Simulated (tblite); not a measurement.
C₇H₁₁O (doublet state).
Geometry (GFN2-xTB, Å), atoms numbered from 1 in this order:
```
atom  x, y, z in Å
C1     2.4127   -0.1298   -0.5594
C2     0.9683   -0.0994   -0.2276
C3     0.3566    1.2113    0.1097
C4    -1.0019    1.0915    0.7935
C5    -1.8671    0.1034    0.0232
C6    -1.2437   -1.2835    0.1012
C7     0.2246   -1.3164   -0.2870
O8     0.7498   -2.3839   -0.6194
H9     2.6807   -1.1115   -0.9429
H10    2.6625    0.6395   -1.2917
H11    3.0121    0.0709    0.3322
H12    0.2329    1.7746   -0.8263
H13    1.0509    1.7950    0.7232
H14   -1.4804    2.0715    0.8366
H15   -0.8685    0.7357    1.8172
H16   -2.8770    0.0779    0.4367
H17   -1.9389    0.4190   -1.0201
H18   -1.3078   -1.6615    1.1268
H19   -1.7755   -1.9950   -0.5333
```

Level: GFN2-xTB in tblite, geometry and Hessian alike; calculated harmonic values, unscaled, isolated species. The method is semi-empirical: single wavenumbers can be off by several per cent or more. One conformer, not necessarily the lowest. Open shells enter through the occupations alone, without spin polarisation, and single modes of such species can be off by tens of per cent.

Harmonic wavenumbers (cm⁻¹): 73.5, 95.7, 103.4, 281.0, 293.7, 306.1, 383.5, 432.2, 500.8, 553.9, 603.2, 716.2, 818.0, 873.7, 917.3, 926.0, 957.1, 962.5, 1038.7, 1058.0, 1090.0, 1114.7, 1135.5, 1166.5, 1216.1, 1227.3, 1248.8, 1319.4, 1334.4, 1342.3, 1355.7, 1379.8, 1385.9, 1438.8, 1448.3, 1456.5, 1463.0, 1488.8, 1496.8, 1567.4, 2872.0, 2938.9, 2943.2, 2952.3, 2970.7, 2978.0, 2986.1, 2986.7, 2991.7, 2994.4, 3046.4.

A = 2930, B = 2051, C = 1280 MHz; mass 111.081 u (most abundant isotopes); point group C1, symmetry number 1; spin multiplicity 2.

Question: Zero-point energy?

Answer: ½Σν̃ = 35615 cm⁻¹ = 101.83 kcal/mol.

Question: What is S at 200 K and 1 bar for an ideal gas of classical rigid rotors and harmonic oscillators?

Answer: Translation 38.07, rotation 26.94, vibration 12.90, spin (R ln 2) 1.38: S = 79.3 cal/(mol K).

Question: And Cp and H(200 K) − H(0)?

Answer: Cp = 23.27 cal/(mol K), of which vibrations give 15.32 (their classical limit is 51 R = 101.3); H(200 K) − H(0) = 3.05 kcal/mol without the zero-point energy, 1.46 from vibrations.

Question: What must be added to the electronic energy to get the Gibbs energy at 200 K and 1 bar?

Answer: ZPE + [H(200 K) − H(0)] − T·S = 101.83 + 3.05 − 15.86 = 89.02 kcal/mol.

Question: Which modes carry the vibrational entropy at 200 K?

Answer: 73.5 cm⁻¹: 3.28; 95.7 cm⁻¹: 2.77; 103.4 cm⁻¹: 2.62; 281.0 cm⁻¹: 0.90; 293.7 cm⁻¹: 0.83; 306.1 cm⁻¹: 0.78 cal/(mol K); the other 45 give 1.73 together.

Question: How do the functions run with temperature in this model?

Answer: 
```json
{"T (K)": "100", "S (cal/(mol K))": "66.3", "Cp (cal/(mol K))": "15.3", "H − H(0) (kcal/mol)": "1.13", "G − H(0) (kcal/mol)": "-5.50", "ln q(vib)": "1.03"}
{"T (K)": "300", "S (cal/(mol K))": "90.4", "Cp (cal/(mol K))": "32.7", "H − H(0) (kcal/mol)": "5.84", "G − H(0) (kcal/mol)": "-21.30", "ln q(vib)": "4.69"}
{"T (K)": "500", "S (cal/(mol K))": "111.8", "Cp (cal/(mol K))": "51.9", "H − H(0) (kcal/mol)": "14.35", "G − H(0) (kcal/mol)": "-41.54", "ln q(vib)": "8.73"}
{"T (K)": "800", "S (cal/(mol K))": "140.8", "Cp (cal/(mol K))": "71.5", "H − H(0) (kcal/mol)": "33.11", "G − H(0) (kcal/mol)": "-79.53", "ln q(vib)": "15.08"}
{"T (K)": "1000", "S (cal/(mol K))": "157.7", "Cp (cal/(mol K))": "80.0", "H − H(0) (kcal/mol)": "48.30", "G − H(0) (kcal/mol)": "-109.42", "ln q(vib)": "19.22"}
```

q(vib) and H(0) count from the zero-point level.

Hindered rotation and anharmonicity are outside this model. Other conformers, if any are populated, would add a mixing term that is left out. The structure is chiral; the term R ln 2 for an equal mix with its mirror image is left out.
